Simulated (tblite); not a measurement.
Compound: C₅H₈NSi (doublet state).
Cartesian coordinates in Å at the GFN2-xTB level; atoms count from 1:
```xyz
15
C5H8NSi angstrom
Si     2.4254   -0.7597   -0.4125
N      1.2718    0.2475    0.4190
C     -0.0709    0.2652    0.2502
C     -0.8172   -0.5504   -0.6488
C     -2.1337   -0.2173   -0.5086
C     -2.2404    0.8193    0.4863
C     -0.9869    1.1087    0.9441
H      2.1381   -2.1661   -0.1316
H      2.3534   -0.4921   -1.8489
H      3.6949   -0.3322    0.1706
H      1.5939    0.9094    1.1109
H     -0.3931   -1.2870   -1.3046
H     -2.9652   -0.6435   -1.0391
H     -3.1614    1.2742    0.8008
H     -0.7130    1.8319    1.6903
```

All values are computed: GFN2-xTB (tblite) harmonic vibrations without scaling, gas phase. Against measured fundamentals such values can be off by several per cent, at times by over 20. Modes of hydrogen on silicon can be 10 to 20 % off. One conformer, not necessarily the lowest. Open shells enter through the occupations alone, without spin polarisation, and single modes of such species can be off by tens of per cent.

Harmonic wavenumbers (cm⁻¹): 83.1, 122.7, 148.2, 252.3, 369.5, 464.2, 520.2, 546.2, 589.0, 599.6, 674.9, 748.6, 758.0, 760.0, 764.8, 793.1, 799.2, 805.2, 808.3, 843.7, 970.8, 1073.3, 1084.0, 1088.2, 1134.1, 1225.8, 1300.2, 1338.0, 1459.2, 1524.8, 1554.2, 2256.0, 2272.7, 2285.5, 3125.8, 3131.1, 3140.3, 3148.6, 3422.8.

A = 6732, B = 1287, C = 1094 MHz; mass 110.043 u (most abundant isotopes); point group Cs, symmetry number 1; spin multiplicity 2.

Question: What is the zero-point energy?

Answer: ½Σν̃ = 23993 cm⁻¹ = 287.02 kJ/mol.

Question: Entropy at 350 K, 1 bar (ideal gas, RRHO, classical rotation)?

Answer: Translation 170.82, rotation 118.81, vibration 93.03, spin (R ln 2) 5.76: S = 388.4 J/(mol K).

Question: And Cp and H(350 K) − H(0)?

Answer: Cp = 153.92 J/(mol K), of which vibrations give 120.67 (their classical limit is 39 R = 324.3); H(350 K) − H(0) = 30.44 kJ/mol without the zero-point energy, 18.80 from vibrations.

Question: What must be added to the electronic energy to get the Gibbs energy at 350 K and 1 bar?

Answer: ZPE + [H(350 K) − H(0)] − T·S = 287.02 + 30.44 − 135.95 = 181.51 kJ/mol.

Question: How do the functions run with temperature in this model?

Answer: 
```json
{"T (K)": "50", "S (J/(mol K))": "235.3", "Cp (J/(mol K))": "44.3", "H − H(0) (kJ/mol)": "1.83", "G − H(0) (kJ/mol)": "-9.93", "ln q(vib)": "0.14"}
{"T (K)": "100", "S (J/(mol K))": "270.6", "Cp (J/(mol K))": "58.4", "H − H(0) (kJ/mol)": "4.42", "G − H(0) (kJ/mol)": "-22.64", "ln q(vib)": "0.71"}
{"T (K)": "298.15", "S (J/(mol K))": "365.4", "Cp (J/(mol K))": "133.9", "H − H(0) (kJ/mol)": "22.97", "G − H(0) (kJ/mol)": "-85.97", "ln q(vib)": "3.79"}
{"T (K)": "373.15", "S (J/(mol K))": "398.5", "Cp (J/(mol K))": "162.2", "H − H(0) (kJ/mol)": "34.10", "G − H(0) (kJ/mol)": "-114.62", "ln q(vib)": "5.16"}
{"T (K)": "500", "S (J/(mol K))": "451.6", "Cp (J/(mol K))": "200.2", "H − H(0) (kJ/mol)": "57.21", "G − H(0) (kJ/mol)": "-168.59", "ln q(vib)": "7.60"}
{"T (K)": "750", "S (J/(mol K))": "542.9", "Cp (J/(mol K))": "249.1", "H − H(0) (kJ/mol)": "113.92", "G − H(0) (kJ/mol)": "-293.26", "ln q(vib)": "12.45"}
{"T (K)": "1000", "S (J/(mol K))": "619.0", "Cp (J/(mol K))": "279.2", "H − H(0) (kJ/mol)": "180.23", "G − H(0) (kJ/mol)": "-438.77", "ln q(vib)": "17.04"}
```

q(vib) and H(0) count from the zero-point level.

Hindered rotation and anharmonicity are outside this model. Other conformers, if any are populated, would add a mixing term that is left out.
